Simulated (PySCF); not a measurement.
C5H9NOSi.
Structure used (GFN2-xTB), in Å, numbered top down from 1:
```
atom  x, y, z in Å
C1     2.707    1.980   -1.069
C2     2.532    0.915   -0.538
Si3    2.196   -0.725    0.266
O4     0.608   -0.926    0.536
C5    -0.466   -0.864   -0.352
C6    -1.780   -0.816    0.432
C7    -1.906    0.465    1.188
N8    -2.947    1.158    1.094
H9     2.870    2.911   -1.532
H10    2.730   -1.747   -0.643
H11    2.676   -0.780    1.638
H12   -0.457   -1.749   -1.000
H13   -0.378    0.025   -0.988
H14   -1.780   -1.642    1.148
H15   -2.628   -0.925   -0.243
H16   -1.028    0.718    1.797
H17   -2.958    2.015    1.641
```

Computed at PBE0/pcSseg-1 (PySCF, non-relativistic), with Q(17O) = −0.0256 b, Q(14N) = 0.02044 b: O4, 17O (I = 5/2): χzz = -10.02 MHz, η = 0.383; N8, 14N (I = 1): χzz = -4.954 MHz, η = 0.399.

(1) Where would the pure quadrupole (NQR) lines of 17O at O4 fall for the rigid, isolated species?

(2) Where would the pure quadrupole (NQR) lines of 14N at N8 fall for the rigid, isolated species?

## Answers

(1) From the eigenvalues of H = χ/[4I(2I − 1)] × [3Iz² − I(I + 1) + η(Ix² − Iy²)], steps between neighbouring levels, labelled as for η = 0: ±1/2↔±3/2 1.727 MHz, ±3/2↔±5/2 2.926 MHz (silyl ether oxygen).

(2) From ν± = (3/4)|χ|(1 ± η/3) and ν0 = |χ|η/2: ν+ 4.210 MHz, ν− 3.221 MHz, ν0 0.988 MHz (imine nitrogen).

In a crystal, neighbours and librations shift these lines. GFN2-xTB bond lengths can be off by several hundredths of an ångström, more for odd bonds, and the gradients follow them. These gradients aren't converged with respect to the basis.

These values come from a run that also computed NMR shieldings. Hardware: an Intel Xeon at 2.50 GHz with one thread, no GPU (shared host). Cost: 1.8 min wall (with the writing of density and orbital grids), 0.89 GiB resident at most.

One conformer stands for the species.
